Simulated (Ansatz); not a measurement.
Ansatz results at the PBE0-D4/def2-TZVP geometry: HOMO–LUMO gap (ωB97M-V/def2-TZVPP) 10.41 eV; HOMO energy (PBE/def2-TZVPP) -6.52 eV; size of the dipole moment (B3LYP/def2-TZVPP) 0.77 D.

Each molecule was computed in one conformer, which needn't be the lowest.

(1) Which molecule gave them?
A. `C[S][Al]([CH3])[Cl]`
B. `C1[CH2][AlH][CH2]1`
C. `C=[CH][AlH][CH3]`
D. `C[O][AlH][Br]`

Results:

(1) C. The others give `C1[CH2][AlH][CH2]1`: 9.69, -5.86, 0.05; `C[O][AlH][Br]`: 11.49, -6.95, 1.05; `C[S][Al]([CH3])[Cl]`: 10.48, -6.05, 0.35.

B3LYP here is the variant with VWN-RPA as its local correlation; programs differ in this.
